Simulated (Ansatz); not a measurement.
Total energies of B₈N₈ from Ansatz at PBE0-D4/def2-TZVP, gas phase (1 Eh = 27.2114 eV = 2625.5 kJ/mol). The reference geometry is relaxed at r2SCAN-D4/def2-SVP.

```xyz
16

B    -1.738   -0.280    1.806
N    -1.688    0.964    2.164
N    -1.102   -1.235    0.973
B    -0.958   -0.443   -0.346
B    -0.542    1.078    1.288
N    -0.761    0.992   -0.222
N    -0.244   -1.137   -1.528
B    -0.259   -0.111   -2.506
B     0.336    1.178   -1.270
N    -0.029    1.153   -2.671
B     0.360   -0.971    1.306
N     0.764    0.431    1.686
N     1.485   -1.375    0.456
B     1.108   -0.886   -0.875
B     1.641    0.114    0.567
N     1.627    0.529   -0.828
```

```csv
state,geometry,energy (Eh)
charge 0 singlet,reference,-636.58391
charge 1 doublet,reference,-636.22508
charge -1 doublet,reference,-636.63796
free B atom (doublet),–,-24.61828
free N atom (quartet),–,-54.54382
```

Single mean-field runs in def2-TZVP are fitted with def2-universal-jkfit.

**Question.** Work out the vertical ionisation energy to the doublet.

**Answer.** E(charge 1 doublet) − E(charge 0 singlet) = -636.22508 − (-636.58391) = 0.35883 Eh = 9.76 eV. For comparison, −ε of the highest occupied level is 8.07 eV at this level, 1.69 eV less.

**Question.** Work out the vertical electron affinity, to the doublet.

**Answer.** E(charge 0 singlet) − E(charge -1 doublet) = -636.58391 − (-636.63796) = 0.05405 Eh = 1.47 eV. The basis lacks diffuse functions, which makes affinities too small.

**Question.** Give the fundamental gap IE − EA, the Mulliken electronegativity (IE + EA)/2 and the hardness (IE − EA)/2.

**Answer.** From the values in Eh: IE − EA = 0.35883 − 0.05405 = 0.30478 Eh = 8.29 eV; (IE + EA)/2 = 5.62 eV; (IE − EA)/2 = 4.15 eV. The HOMO–LUMO gap of the same run is 5.09 eV, 3.20 eV smaller than the fundamental gap.

**Question.** What is the binding energy per atom against free atoms?

**Answer.** Atoms: 8 × (-24.61828) + 8 × (-54.54382) = -633.29680 Eh. Binding: -633.29680 − (-636.58391) = 3.28711 Eh = 89.45 eV, or 5.59 eV for each of 16 atoms (no zero-point energy, no counterpoise term).

At PBE0-D4/def2-TZVP the highest occupied level of the charge -1 doublet lies above zero (up to 0.15 eV). By energy differences its removal costs 1.47 eV (vertical, to the charge 0 singlet, at PBE0-D4/def2-TZVP); self-interaction error and the lack of diffuse functions both raise the level.
